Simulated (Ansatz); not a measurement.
The lowest singlet and triplet of C3H2 (SMILES [CH]C#C); geometries from B3LYP-D3(BJ)/def2-TZVP, each state relaxed from the structure named, with no frequency check, low spin by broken symmetry.
Singlet (charge 0, multiplicity 1):
```xyz
5

C      0.000     0.000    -1.265
C      0.000     0.000     0.000
C      0.000     0.000     1.265
H      0.000     0.000    -2.326
H      0.000     0.000     2.326
```
Triplet (charge 0, multiplicity 3):
```xyz
5

C     -1.22983    -0.26597    -0.14492
C     -0.00060     0.00654    -0.00586
C      1.23213     0.24104     0.16727
H     -2.23521    -0.47809    -0.41480
H      2.22503     0.58844     0.31588
```

A positive gap puts the triplet lower; no zero-point energy. R- takes a restricted singlet, here one determinant of a half-filled degenerate or near-degenerate pair, which mixes singlet states. The triplet is unrestricted in single-reference levels. Active spaces average the two states.

Correlated levels freeze the cores.

Run with Ansatz (Gaussian basis) for Hartree–Fock, density functionals and correlated methods. 

R-PBE/def2-TZVPP gives 26.40 kcal/mol for the gap E(singlet) − E(triplet), adiabatic.

**Question.** Where do these levels fall relative to PBE: R-r2SCAN/def2-TZVPP, R-PBE0/def2-TZVPP, R-wB97M-V/def2-TZVPP, R-B2PLYP/def2-TZVPP, R-MP2/cc-pVQZ, R-CCSD(T)/cc-pVQZ, SC-NEVPT2 on SA-CASSCF(6,6)/cc-pVQZ, FIC-MRCISD+Q on SA-CASSCF(6,6)/cc-pVTZ.

**Answer.** R-r2SCAN/def2-TZVPP 6.38; R-PBE0/def2-TZVPP 3.53; R-wB97M-V/def2-TZVPP -1.94; R-B2PLYP/def2-TZVPP -2.74; R-MP2/cc-pVQZ -12.36; R-CCSD(T)/cc-pVQZ -1.47; SC-NEVPT2 on SA-CASSCF(6,6)/cc-pVQZ -7.42; FIC-MRCISD+Q on SA-CASSCF(6,6)/cc-pVTZ -6.06 kcal/mol. 2 of 8 lie above PBE; the widest gap is to R-MP2/cc-pVQZ.

Doubts at one or more of the structures used: a restricted determinant that unrestricted orbitals would lower (R-PBE/def2-TZVPP, R-r2SCAN/def2-TZVPP, R-PBE0/def2-TZVPP, R-wB97M-V/def2-TZVPP, R-B2PLYP/def2-TZVPP, R-MP2/cc-pVQZ, R-CCSD(T)/cc-pVQZ); a spin-contaminated determinant (R-MP2/cc-pVQZ, R-CCSD(T)/cc-pVQZ).

Ansatz is an electronic-structure program.
